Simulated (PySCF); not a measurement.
# Reading the logs of faulty runs: BH2O2Si cation

All numbers below are calculated, not measured. They come from PySCF 2.14.0, an open-source quantum chemistry program, on an isolated molecule that a program drew, which may never have been made. The molecule is BH2O2Si cation (charge +1, singlet), drawn as the SMILES string `O=BO[SiH2+]`.

Each row is a Hartree-Fock (HF) and frozen-core CCSD(T) single point in the cc-pV(D+d)Z basis, meant for a local HF minimum. Run 1 is clean. Each other run has one planted mistake out of seven kinds, and not every kind appears here: one electron removed, one electron added, multiplicity raised by two, geometry at a saddle point, minimal basis STO-3G, one bond length entered in bohr, all coordinates scaled. The reference is restricted for singlets and unrestricted otherwise, and also for a bond in bohr. Adding or removing an electron swaps singlet and doublet. Electrons count all cores. HOMO and LUMO are orbital energies over both spins, the gradient is its largest component, and the lowest frequency (negative if imaginary) is given only where the gradient is small. Bond lengths are over the 5 bonds as drawn. T1 is the CCSD diagnostic: over 0.02 (restricted) or 0.045 (unrestricted) a single reference is doubtful.

Geometry of the clean run:
```xyz
6
BH2O2Si cation, angstrom
O    -1.3682    3.2780   -1.2622
B    -0.9295    2.3050   -0.7634
O    -0.4281    1.1905   -0.2031
Si    0.1668   -0.2430    0.0185
H     0.3848   -1.0816   -1.1501
H     0.4513   -0.6096    1.3956
```

```
run,electrons,basis functions,<S^2>,HOMO (eV),LUMO (eV),gradient (hartree/bohr),lowest frequency (cm^-1),mean bond (Å),longest bond (Å),T1,HF (hartree),CCSD(T) (hartree),mistake
1,36,75,0.000,-18.12,-6.16,3.0e-06,52,1.3997,1.568,0.0200,-464.32386,-464.86962,no fault
2,35,75,0.755,-25.54,-13.75,2.2e-01,-,1.3997,1.568,0.0236,-463.75384,-464.23713,one electron removed
3,36,75,0.000,-18.52,-6.04,8.8e-02,-,1.3479,1.510,0.0180,-464.31120,-464.84727,all coordinates scaled
4,36,75,0.861,-17.93,-6.71,2.0e-02,-,1.6585,2.749,0.0442,-464.21035,-464.74452,one bond length entered in bohr
5,37,75,0.770,-7.55,2.02,9.6e-02,-,1.3997,1.568,0.0171,-464.57509,-465.12870,one electron added
6,36,75,2.026,-12.05,-9.11,2.8e-01,-,1.3997,1.568,0.0326,-464.16929,-464.67612,?
```

**Which mistake was planted in run 6, and what did it cost?**

Electrons, basis and geometry are unchanged, and <S^2> is 2.026, beside S(S+1) = 2.00 for a multiplicity of 3. So the mistake is: multiplicity raised by two. Subtracting run 1 and multiplying by 627.51 kcal/mol a hartree, the energy moved by 97.0 kcal/mol in HF and 121.4 kcal/mol in CCSD(T).

Cautions from the logs. Run 1: T1 is over the limit, so its CCSD(T) energy is less reliable.
